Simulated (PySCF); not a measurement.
# UHF on Xe²⁺ (xenon, charge +2)

Configuration: [Kr] 4d10 5s2 5p4, high-spin 3P determinant. All numbers are calculated (PySCF 2.14, scalar relativity through the core potential, in aug-cc-pVDZ-PP with ECP28MDF (5s4p3d, 32 functions)).

```json
{
 "Total energy": "-327.126718 hartree",
 "One-electron energy": "-551.9449 hartree",
 "Hartree (Coulomb) energy": "246.9105 hartree",
 "Exchange energy": "-22.0923 hartree",
 "⟨S²⟩": "2.0061",
 "⟨L²⟩": "2.018",
 "Sum of ⟨r⟩": "26.95 bohr",
 "Sum of ⟨r²⟩": "41.45 bohr²",
 "Traceless quadrupole moment −½Σ⟨3z² − r²⟩ along its main axis": "-2.17 e·bohr²",
 "Time after the integrals": "0.09 s of wall time on 1 thread of Neoverse-V1 (shared host)"
}
```

```
shell  electrons  mean orbital energy (eV)  spread (eV)  rms radius, mean of both spins (bohr)
 4s α          1                   -250.16            0                                  0.767
 4s β          1                   -249.53            0                                  0.767
 4p α          3                   -188.43        0.902                                  0.820
 4p β          3                   -187.81        0.196                                  0.820
 4d α          5                   -93.928        0.936                                  0.933
 4d β          5                   -93.454        0.553                                  0.933
 5s α          1                   -48.754            0                                   1.92
 5s β          1                   -43.067            0                                   1.92
 5p α          3                   -32.323        1.813                                   2.24
 5p β          1                   -29.857            0                                   2.24
```

Energies and moments cover only the electrons outside the core potential.
